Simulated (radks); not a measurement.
Results of a calculation; reference values are marked as such.
Task: Coherent X-ray form factor from a spherical all-electron density. Level of theory: scalar-relativistic Kohn-Sham, r2SCAN, spin-polarised, spherical densities, finite nucleus; meta-GGA in the generalised Kohn-Sham scheme; Fermi nuclear charge, rms radius of each element as measured or else 0.836 A^(1/3) + 0.57 fm (a radial shooting solver on a logarithmic mesh with Libxc functionals).

sin(theta)/lambda (1/angstrom)  f0 (electrons)
0.05                                    61.977
0.1                                     59.389
0.15                                    56.090
0.2                                     52.614
0.25                                    49.185
0.3                                     45.922
0.4                                     40.162
0.5                                     35.447
0.6                                     31.527
0.8                                     25.334
1                                       20.960
1.25                                    17.482
1.5                                     15.208
2                                       11.592

The species is in the configuration that NIST lists as its ground one. Which atom or ion scatters so?

Result: The gadolinium ion Gd+, [Xe] 4f7 5d1 6s1. Extrapolating in s^2 from the first two rows gives f0(0) = 62.8, near the electron count 63; among species with that count, the fall with angle is slower the higher Z, and the table is that of Z = 64; from so few rows the species is fixed only to a neighbour or two.
